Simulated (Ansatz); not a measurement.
F₄Hf, charge +1, doublet, at a GFN2-xTB geometry (such geometries of metal compounds can be far from the true shape) (the multiplicity is a formal guess) (core potentials on Hf); BLYP/def2-SVP run with Ansatz (an electronic-structure program).

The Ansatz input:
Ansatz 0.2 input:
```yaml
crystal:
  periodic: [false, false, false]
  atoms:
    - {symbol: Hf, position_ang: [0.00000000, -0.00000000, -0.00000000]}
    - {symbol: F, position_ang: [1.22674153, 0.87023871, -1.08387958]}
    - {symbol: F, position_ang: [0.88960024, -1.19152916, 1.10719231]}
    - {symbol: F, position_ang: [-1.21136832, -0.92425168, -1.05610168]}
    - {symbol: F, position_ang: [-0.90497345, 1.24554213, 1.03278894]}
basis:
  gaussian:
    orbitals: def2-SVP
hamiltonian:
  xc: blyp
total_charge: 1
magnetization: {spin_polarized: true, initial_magnetization: 1}
scf: {lower_state_search: off}
```

Question: Write the output that Ansatz gives for this input, abridged.

Answer: 
```
Functional definition: BLYP
these checks for a lower state are left out or cut short: stability, starts, cluster_reference, orbital_swaps, neighbouring_geometries, increment
906 factors; their error is unknown
mean field evaluation 1: about -12146.2589 eV, gradient 6.8e1 eV
mean field evaluation 2: about -12035.3476 eV, gradient 2.0e2 eV
mean field evaluation 4: about -12150.9775 eV, gradient 5.0e1 eV
mean field evaluation 8: about -12157.3869 eV, gradient 2.4e1 eV
mean field evaluation 16: about -12160.3132 eV, gradient 2.4e-3 eV
mean field evaluation 32: about -12160.3134 eV, gradient 2.9e-6 eV
mean field -12160.31336501 eV, -446.8832736079 hartree, gradient 2.6e-6 eV, S^2 0.752696; 0 other end points of the search recorded, 0 dependent functions left out
reference -12160.31376065 eV, -446.8832881472 hartree; 24, 23 occupied and 64, 65 virtual orbitals, 906 factors
Total energy: -12160.31376065 eV, -446.8832881472 hartree
Checks for a lower state left out: stability, starts, cluster_reference, orbital_swaps, neighbouring_geometries, increment
```
